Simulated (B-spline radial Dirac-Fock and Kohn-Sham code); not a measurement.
**Form factor and incoherent scattering function of Pr²²⁺**

System: Pr²²⁺, [Kr] 4d1.

Input of the calculation (task.json; shells as n, l, electrons):

```json
{"items": [{
  "Z": 59,
  "q": 22,
  "cfg": [[1, 0, 2], [2, 0, 2], [2, 1, 6], [3, 0, 2], [3, 1, 6], [3, 2, 10], [4, 0, 2], [4, 1, 6], [4, 2, 1]],
  "A": 141,
  "rrms": 4.8919,
  "do": ["scatter"],
  "s": [0.0, 0.06, 0.07, 0.09, 0.11, 0.13, 0.16, 0.19, 0.23, 0.27, 0.33, 0.39, 0.47, 0.56, 0.68, 0.82, 0.98, 1.18, 1.42, 1.7, 2.05, 2.46, 2.96],
  "pz": [0, 0.1, 0.2, 0.3, 0.4, 0.5, 0.6, 0.8, 1.0, 1.2, 1.4, 1.6, 1.8, 2.0, 2.5, 3.0, 4.0, 5.0, 7.0, 10.0, 15.0, 20.0, 30.0, 40.0, 60.0, 100.0],
  "hv_scatter": [5000, 8047.8, 10000, 17479.3, 20000, 200000, 500000, 1000000]
}]}
```

Command: `python xray_run.py task.json out`

Calculated with an atomic code on a B-spline grid, using relativistic Hartree-Fock (Dirac-Fock) wave functions, averaged over the configuration. f₀ is the Fourier transform of the spherical electron density, S the Waller-Hartree incoherent function, and s = sin θ/λ.

```tsv
s (Å⁻¹)	f₀	S
0	37.000	0.000
0.06	36.867	0.129
0.07	36.819	0.175
0.09	36.702	0.288
0.11	36.556	0.428
0.13	36.383	0.592
0.16	36.073	0.884
0.19	35.706	1.226
0.23	35.133	1.748
0.27	34.476	2.334
0.33	33.353	3.304
0.39	32.102	4.341
0.47	30.306	5.765
0.56	28.213	7.355
0.68	25.488	9.377
0.82	22.613	11.548
0.98	19.864	13.762
1.18	17.166	16.120
1.42	14.638	18.433
1.7	12.186	20.684
2.05	9.625	23.097
2.46	7.439	25.452
2.96	5.887	27.714
```

f₀ starts at the number of electrons, 37, and has fallen to half at s ≈ 1.08 Å⁻¹. The sum of ⟨r²⟩ over the electrons is 5.036 bohr².
